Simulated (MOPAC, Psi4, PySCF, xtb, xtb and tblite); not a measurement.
Conformational energy of SMILES N[SiH2][SiH2]Cl. Scanned: dihedral N1–Si2–Si3–Cl4; all other coordinates were relaxed at B3LYP-D3(BJ)/def2-SVP. Points at φ and −φ are mirror images.

Geometry of the scan point at 0° (Å):
```
10

N     -1.6730    -0.4423     0.3330
Si    -0.6135     0.8245    -0.1613
Si     1.5571    -0.0644     0.1299
Cl     1.3181    -2.0212     0.8669
H     -2.6808    -0.4234     0.2302
H     -1.3079    -1.3653     0.5433
H     -0.7660     1.2521    -1.5905
H     -0.7587     2.0708     0.6546
H      2.3234    -0.1577    -1.1451
H      2.3823     0.6878     1.1166
```

Levels: GFN2-xTB, on its own relaxed geometries (the stored frames are those of B3LYP-D3(BJ)/def2-SVP) (xtb and tblite); PBE0-D3(BJ)/def2-TZVP // B3LYP-D3(BJ)/def2-SVP (Psi4); PBE-D3(BJ)/def2-TZVP // B3LYP-D3(BJ)/def2-SVP (Psi4); wB97M-V/def2-TZVP // B3LYP-D3(BJ)/def2-SVP (Psi4); MP2/cc-pVTZ = DF-MP2 (frozen core)/cc-pVTZ // B3LYP-D3(BJ)/def2-SVP run with Psi4; HF/cc-pVTZ // B3LYP-D3(BJ)/def2-SVP (Psi4); PM7, restricted, heats of formation // B3LYP-D3(BJ)/def2-SVP (MOPAC); GFN1-xTB // B3LYP-D3(BJ)/def2-SVP (xtb); RHF/3-21G = restricted Hartree-Fock/3-21G // B3LYP-D3(BJ)/def2-SVP run with PySCF; RHF/6-31G* = restricted Hartree-Fock/6-31G*, spherical d // B3LYP-D3(BJ)/def2-SVP in PySCF 2.14.0.

Least-squares fit of E(φ) = a0 + Σ (a_n cos nφ + b_n sin nφ), n = 1 to 4, to the 12 scan points, in kcal/mol above the lowest point of each profile (levels whose profile four harmonics don't fit are not listed):

```tsv
method	a0	a1	b1	a2	b2	a3	b3	a4	b4	rms of fit
GFN2-xTB	0.47	0.27	0.00	-0.10	0.00	0.11	0.00	0.03	0.00	0.03
PBE0-D3(BJ)/def2-TZVP	0.49	-0.32	0.00	-0.17	0.00	0.41	0.00	0.14	0.00	0.05
PBE-D3(BJ)/def2-TZVP	0.50	-0.29	0.00	-0.14	0.00	0.41	0.00	0.15	0.00	0.06
wB97M-V/def2-TZVP	0.56	-0.38	0.00	-0.20	0.00	0.42	0.00	0.15	0.00	0.05
MP2/cc-pVTZ	0.60	-0.33	0.00	-0.12	0.00	0.49	0.00	0.16	0.00	0.06
HF/cc-pVTZ	0.38	0.06	0.00	-0.04	0.00	0.42	0.00	0.09	0.00	0.05
PM7	1.02	0.43	0.00	0.30	0.00	0.93	0.00	0.08	0.00	0.11
GFN1-xTB	0.59	0.27	0.00	-0.44	0.00	-0.12	0.00	-0.08	0.00	0.06
RHF/3-21G	1.78	-0.76	0.00	-0.84	0.00	0.04	0.00	-0.08	0.00	0.09
RHF/6-31G*	0.48	0.14	0.00	-0.07	0.00	0.45	0.00	0.11	0.00	0.06
```
